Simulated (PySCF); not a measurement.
# Nuclear quadrupole coupling in `CC(C)=C(Cl)C(=O)F`

Species: C5H6ClFO.
Structure used (GFN2-xTB), in Å, numbered top down from 1:
```xyz
14
C5H6ClFO angstrom
C     -1.2014    1.3608    0.0223
C     -0.2715    0.1996    0.0042
C     -0.9067   -1.1483    0.0654
C      1.0704    0.3488   -0.0570
Cl     1.8176    1.9198   -0.1059
C      1.9890   -0.7793   -0.0831
O      1.7414   -1.9422   -0.0720
F      3.2914   -0.3907   -0.1290
H     -1.6781    1.4239    1.0007
H     -1.9887    1.2125   -0.7151
H     -0.6893    2.2961   -0.1788
H     -0.7108   -1.7027   -0.8516
H     -0.4838   -1.7416    0.8738
H     -1.9802   -1.0571    0.2039
```

Field gradients from the PBE0/pcSseg-1 density (PySCF, non-relativistic), principal values in atomic units, ordered |Vxx| ≤ |Vyy| ≤ |Vzz|:

| atom | Vxx | Vyy | Vzz |
| --- | --- | --- | --- |
| Cl5 | -1.8500 | -2.2590 | 4.1090 |
| O7 | 0.5709 | 0.9786 | -1.5495 |

Problem. Find the asymmetry η = (Vxx − Vyy)/Vzz and the couplings χ = eQV/h (234.96 MHz × Q in barn × V in au), with Q(35Cl) = −0.0817 b, Q(17O) = −0.0256 b.

Solution. 
```json
{"atom": "Cl5", "environment": "vinyl chlorine", "nucleus": "35Cl", "η": "0.10", "χzz (MHz)": "-78.88", "χxx (MHz)": "35.51", "χyy (MHz)": "43.36"}
{"atom": "O7", "environment": "carbonyl oxygen", "nucleus": "17O", "η": "0.26", "χzz (MHz)": "9.32", "χxx (MHz)": "-3.43", "χyy (MHz)": "-5.89"}
```

The tensor is traceless: Vxx + Vyy + Vzz = 0.

Problem. What is Vzz at Cl5 in SI units (1 au = 9.71736 × 10²¹ V/m²)?

Solution. 4.1090 au = 39.929 × 10²¹ V/m².

Problem. What couplings would deuterons (Q(2H) = 0.00286 b) have in place of the hydrogens, at this geometry?

Solution. 
```csv
atom,bonded to,bond length (Å),Vzz (au),η,χzz (kHz)
H9,C1,1.090,0.3095,0.03,208
H10,C1,1.089,0.3105,0.04,209
H11,C1,1.085,0.3089,0.04,208
H12,C3,1.089,0.3089,0.05,208
H13,C3,1.088,0.3082,0.05,207
H14,C3,1.086,0.3130,0.05,210
```

The structure is a single GFN2-xTB conformer in the gas phase; no vibrational or solvent corrections. GFN2-xTB bond lengths can be off by several hundredths of an ångström, more for odd bonds, and the gradients follow them. These gradients aren't converged with respect to the basis.
